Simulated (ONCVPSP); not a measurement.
**platinum (Pt): one change to an ONCV potential, before and after**

```json
{
  "Element": "Pt",
  "Generator": "ONCVPSP 4.0.1",
  "Type": "optimised norm-conserving Vanderbilt (ONCV)",
  "Functional": "PBE",
  "Relativity": "scalar-relativistic",
  "Frozen core": "[Xe]",
  "Valence charge": "24",
  "Reference configuration": "4f14 5d9 6s0.5 6p0.5",
  "Partial waves": "6s: rc 2.55 bohr, ncon 4, nbas 9, qcut 2.2 1/bohr, 2 projectors, debl 3.2 Ha; 6p: rc 2.60 bohr, ncon 4, nbas 8, qcut 3.1 1/bohr, 1 projector; 5d: rc 2.30 bohr, ncon 4, nbas 9, qcut 6.7 1/bohr, 2 projectors, debl 3.1 Ha; 4f: rc 1.00 bohr, ncon 3, nbas 8, qcut 15.8 1/bohr, 2 projectors, debl 1.5 Ha",
  "Local potential": "polynomial inside 0.95 bohr (lpopt 5, dvloc0 0 Ha)",
  "Core correction": "none"
}
```

In the f channel the program set the typed energies aside and used -2.615, 0.250 Ha.

Change: all radii scaled by about 1.11 (s 2.84, p 2.90, d 2.56, f 1.12 bohr); local potential polynomial inside 1.06 bohr (lpopt 5, dvloc0 0 Ha).

Cutoffs: the cutoffs (Ha) at which the residual kinetic energy of the hardest occupied pseudo-wave falls to 1 and 0.1 mHa per electron; they do not see the model core or the augmentation charge, which bear on the density cutoff. Errors are all-electron minus pseudo energies relative to the spin-unpolarised reference configuration.

Question: How do hardness, ghosts and transferability respond?

Answer: The potential gets softer (116 Ha and 180 Ha → 107 Ha and 116 Ha); both files keep a bound ghost (p, s); of the 3 tests that both files solve, the error grows in 1 and shrinks in 1 by more than 15 % and 0.3 meV (median size 2.9 → 3.3 meV). A larger radius leaves more room for a smooth pseudo-wave, so fewer plane waves are needed.

```tsv
quantity	base	changed
cutoff, loose	116 Ha	107 Ha
cutoff, tight	180 Ha	116 Ha
loose cutoff by channel	s 15 Ha, p 2.7 Ha, d 16 Ha, f 116 Ha	s 6.7 Ha, p 2.7 Ha, d 15 Ha, f 107 Ha
bound ghosts	s, p	s, p
GHOST(+) flags under 300 eV	s at 69.4 eV, d at 219.7 eV	s at 85.1 eV
tests with a reliable result	3 of 4	3 of 4
error for 4f14 5d9 6s1 6p0, meV [ΔE -2.46 eV]	+1.7	+0.7
error for 4f14 5d9 6s0 6p0, meV [ΔE 6.73 eV]	+2.9	+3.3
error for 4f14 5d8 6s2 6p0, meV [ΔE -1.46 eV]	+30	+76
```

 A true bound ghost makes a file unfit for plane-wave use even where its test errors are small: the radial tests pick states by their node count and pass the ghost by.
